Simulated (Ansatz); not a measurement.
Ansatz results at the PBE0-D4/def2-TZVP geometry: size of the dipole moment (B3LYP/def2-TZVPP) 0.00 D; HOMO energy (ωB97M-V/def2-TZVPP) -9.24 eV; LUMO energy (B3LYP/def2-TZVPP) -0.97 eV.

Q: Which molecule gave them?
A. `[SiH2]1[SiH2][SiH2][SiH2][SiH2][SiH2]1`
B. `[GeH2]1[GeH2][GeH2][GeH2]1`
C. `[SiH2]1[SiH2][GeH2][SiH2][SiH2][GeH2]1`
D. `[SiH2]1[SiH2][SiH2]1`

A: B. The others give `[SiH2]1[SiH2][GeH2][SiH2][SiH2][GeH2]1`: 0.00, -9.59, -0.76; `[SiH2]1[SiH2][SiH2]1`: 0.00, -8.86, -1.24; `[SiH2]1[SiH2][SiH2][SiH2][SiH2][SiH2]1`: 0.00, -9.62, -0.89.

B3LYP here is the variant with VWN-RPA as its local correlation; programs differ in this.
